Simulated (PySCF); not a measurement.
# Reading the logs of faulty runs: BCClH3O

All numbers below are calculated, not measured. They come from PySCF 2.14.0, an open-source quantum chemistry program, on an isolated molecule that a program drew, which may never have been made. The molecule is BCClH3O (charge 0, doublet), drawn as the SMILES string `[CH2]B(O)Cl`.

Each row is a Hartree-Fock (HF) and frozen-core CCSD(T) single point in the cc-pV(D+d)Z basis, meant for a local HF minimum. Run 1 is clean. Each other run has one planted mistake out of seven kinds, and not every kind appears here: one electron removed, one electron added, multiplicity raised by two, geometry at a saddle point, minimal basis STO-3G, one bond length entered in bohr, all coordinates scaled. The reference is restricted for singlets and unrestricted otherwise, and also for a bond in bohr. Adding or removing an electron swaps singlet and doublet. Electrons count all cores. HOMO and LUMO are orbital energies over both spins, the gradient is its largest component, and the lowest frequency (negative if imaginary) is given only where the gradient is small. Bond lengths are over the 6 bonds as drawn. T1 is the CCSD diagnostic: over 0.02 (restricted) or 0.045 (unrestricted) a single reference is doubtful.

Geometry of the clean run:
```xyz
7
BCClH3O, angstrom
C     2.4861   -0.3123    0.6782
B     1.5489   -0.1773   -0.5434
O     0.4017   -0.8620   -0.7025
Cl    1.9764    0.9509   -1.8565
H     3.4025    0.2578    0.7692
H     2.2714   -0.9851    1.5043
H     0.2041   -1.4510    0.0105
```

```
run,electrons,basis functions,<S^2>,HOMO (eV),LUMO (eV),gradient (hartree/bohr),lowest frequency (cm^-1),mean bond (Å),longest bond (Å),T1,HF (hartree),CCSD(T) (hartree),mistake
1,39,80,0.759,-11.00,1.56,5.6e-06,259,1.2983,1.783,0.0135,-598.75040,-599.32010,no fault
2,38,80,0.000,-17.54,-8.09,8.6e-02,-,1.2983,1.783,0.0270,-598.40085,-598.96401,one electron removed
3,39,80,3.774,-2.99,-2.71,6.4e-02,-,1.2983,1.783,0.0496,-598.44035,-599.00265,multiplicity raised by two
4,39,80,1.422,-10.92,1.17,2.7e-02,-,1.4589,2.047,0.0716,-598.59781,-599.18449,one bond length entered in bohr
5,39,80,0.760,-11.07,1.46,2.9e-02,-,1.3476,1.851,0.0146,-598.74047,-599.31568,?
```

**Which mistake was planted in run 5, and what did it cost?**

The mean and the longest bond both change by the same factor, 1.038, and the gradient is no longer small. So the mistake is: all coordinates scaled. Subtracting run 1 and multiplying by 627.51 kcal/mol a hartree, the energy moved by 6.2 kcal/mol in HF and 2.8 kcal/mol in CCSD(T).

Cautions from the logs. Run 2: T1 is over the limit, so its CCSD(T) energy is less reliable; run 3: T1 is over the limit, so its CCSD(T) energy is less reliable; run 4: T1 is over the limit, so its CCSD(T) energy is less reliable.
